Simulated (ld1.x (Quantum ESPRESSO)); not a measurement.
# Ranking TM potentials for rubidium (Rb)

All share these settings but for the change named:

ld1.x (Quantum ESPRESSO) 7.5 input, shortened:

```
&input
   title='Rb', zed=37., rel=1, dft='PBE', iswitch=3,
   config='[Kr] 4d0 5s0 5p0'
 /
 &inputp
   pseudotype=2, tm=.true., lloc=0,
   nlcc=.true.
 /
3
4P  2  1   6.00   0.00  1.60  1.60  0.0
4D  3  2   0.00   0.00  3.10  3.10  0.0
4S  1  0   2.00   0.00  1.85  1.85  0.0
 &test
   configts(1)='4s2 4p6 4d0 5s0 5p0'
 /
```

Cutoff: the first of the cutoffs (Ry, on a coarse ladder) from which the occupation-weighted sum of valence levels, in a spherical-Bessel basis at the reference potential, stays within 10 and 1 mRy of its value at 400 Ry; the density cutoff is not measured.

The base gives 40 Ry.

Of 6 variants that were run, those that failed, showed a ghost or another fault, or gave nearly equal values are left out.

Question: Rank these variants from softest to hardest (loose cutoff).
A. all radii but the core radius scaled by about 1.19 (s 2.20, p 1.90, d 3.70 bohr)
B. all radii but the core radius scaled by about 1.04 (s 1.92, p 1.66, d 3.22 bohr)
C. all radii but the core radius scaled by about 1.28 (s 2.36, p 2.04, d 3.96 bohr)
D. all radii but the core radius scaled by about 0.90 (s 1.66, p 1.44, d 2.78 bohr)

Answer: C (25 Ry), A (30 Ry), B (35 Ry), D (50 Ry).
